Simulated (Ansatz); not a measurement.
`C[S][AlH][F]` + `[CH3][GeH2][Cl]` → `[CH3][GeH]([CH3])[Cl]` + `[F][AlH][SH]`  (formal exchange of groups at a C–S bond)

Calculated with Ansatz (gas phase, PBE0-D4/def2-TZVP geometries, no zero-point term in ΔE). CBS: MP2 limit from def2 TZ/QZ plus the TZ coupled-cluster correction, frozen cores. This one scheme is used for every species. DFT in def2-TZVPP. B3LYP here is the variant with VWN-RPA as its local correlation; programs differ in this. For Ge outer-core shells are correlated without core-valence functions, which leaves a few kJ/mol of doubt a bond. Scalar relativity is left out up to krypton. Each species was taken in one conformer, which may not be the lowest.

`C[S][AlH][F]`:

Cartesian coordinates in Å:
```
C -0.542 -1.235 -0.262
S 0.315 0.012 -1.281
Al 0.684 1.508 0.230
F 1.468 2.887 -0.212
H -0.642 -0.918 0.777
H -1.535 -1.401 -0.678
H 0.026 -2.163 -0.296
H 0.226 1.309 1.722
```

`[CH3][GeH2][Cl]`:

Z-matrix (Å, degrees):
```
C
Ge 1 1.940
H 1 1.090 2 109.8
H 1 1.090 2 109.8 3 120.0
H 1 1.092 2 109.9 3 -120.0
Cl 2 2.165 1 107.5 3 -59.9
H 2 1.536 1 112.8 3 56.8
H 2 1.536 1 112.8 3 -176.6
```

`[CH3][GeH]([CH3])[Cl]`:

Cartesian coordinates in Å:
```
C 0.541 0.482 1.501
Ge -0.514 0.448 -0.129
C -0.126 -1.081 -1.263
Cl 0.032 2.220 -1.263
H 1.603 0.454 1.255
H 0.298 -0.382 2.123
H 0.334 1.392 2.064
H -2.020 0.590 0.154
H 0.939 -1.106 -1.498
H -0.397 -2.006 -0.750
H -0.691 -1.013 -2.192
```

`[F][AlH][SH]`:

Cartesian coordinates in Å:
```
F 0.923 1.927 -0.076
Al 0.446 0.357 -0.191
S -1.384 -0.172 0.847
H 1.305 -0.661 -1.021
H -1.290 -1.451 0.441
```

Question: Is it downhill or uphill in electronic energy at CCSD(T)/CBS, and by how much? (Estimate.)

Answer: The calculation gave: Downhill: ΔE = -61.9 kJ/mol.

Question: What do these levels give: revPBE-D4, r2SCANh-D4, BHLYP-D4, r2SCAN, PBE0, B3LYP, MP2/def2-SVP, HF/def2-TZVPP, MP2/def2-TZVPP, CCSD(T)/def2-TZVPP, SCS-MP2/def2-QZVPP, HF/CBS(def2)? (An estimate is asked.)

Answer: Computed: revPBE-D4 -53.4, r2SCANh-D4 -60.2, BHLYP-D4 -59.2, r2SCAN -59.3, PBE0 -56.5, B3LYP -56.1, MP2/def2-SVP -62.2, HF/def2-TZVPP -58.1, MP2/def2-TZVPP -67.3, CCSD(T)/def2-TZVPP -65.1, SCS-MP2/def2-QZVPP -61.6, HF/CBS(def2) -57.0 kJ/mol.

Largest T1 diagnostic among the species: 0.012.

From BLYP to BHLYP (50 % exact exchange), in def2-TZVPP and without D4, ΔE moves by −3.9 kJ/mol. In def2-TZVPP, CCSD(T) changes the Hartree–Fock value by −7.0 kJ/mol (the triples alone add +0.5 kJ/mol) and MP2 by −9.2 kJ/mol. Leaving LDA and LC-ωPBE aside and taking each functional with its dispersion term where it has one, the values, not all of them listed here, spread over 8.0 kJ/mol, from PBE-QIDH to revPBE-D4.
